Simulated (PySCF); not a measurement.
Screening by computed properties: pick the candidate that meets the target.

Species are written as SMILES; each is one conformer at its optimised geometry, gas phase, non-relativistic unless stated; the electronic structure was computed with PySCF and density fitting.

Dipoles, sizes and rotational constants follow the conformer. The torsions of the flexible species, by atom-mapped SMILES:
- `[CH2:1]=[C:2]([CH3:3])/[CH:4]=[CH:5]\[Si@H:6]([C:7]#[N:8])[CH:9]=[O:10]`: C1–C2–C4–C5 49°, C4–C5–Si6–C7 34°, C5–Si6–C9–O10 -54°
- `[CH2:1]=[N:2][SiH2:3][Si:4]([CH3:5])([SiH3:6])[SiH3:7]`: C1–N2–Si3–Si4 -109°, N2–Si3–Si4–C5 -176°
- `[CH:1]#[C:2][C:3](=[O:4])[O:5][Si@H:6]([CH3:7])[O:8][CH3:9]`: C2–C3–O5–Si6 178°, C3–O5–Si6–C7 -58°, O5–Si6–O8–C9 -55°

The conformers of `CN(C)[Si](O)(O)OC=O` aren't listed.

Task: Wanted: HOMO–LUMO gap below 5.7 eV (PBE0/pcSseg-1) and HOMO energy below -6.8 eV (PBE0/pcSseg-1), at GFN2-xTB geometries. Which candidate meets both?
A. `C(#C)C(O[Si@H](C)OC)=O`
B. `C=C(C)/C=C\[Si@H](C#N)C=O`
C. `CN(C)[Si](O)(O)OC=O`
D. `C[Si]([SiH3])([SiH3])[SiH2]N=C`

Result: B. Computed values:
| species | HOMO–LUMO gap | HOMO energy |
| --- | --- | --- |
| C=C(C)/C=C\[Si@H](C#N)C=O | 5.30 eV | -7.23 eV |
| C[Si]([SiH3])([SiH3])[SiH2]N=C | 6.09 eV | -7.00 eV |
| CN(C)[Si](O)(O)OC=O | 6.62 eV | -6.70 eV |
| C(#C)C(O[Si@H](C)OC)=O | 6.86 eV | -8.31 eV |
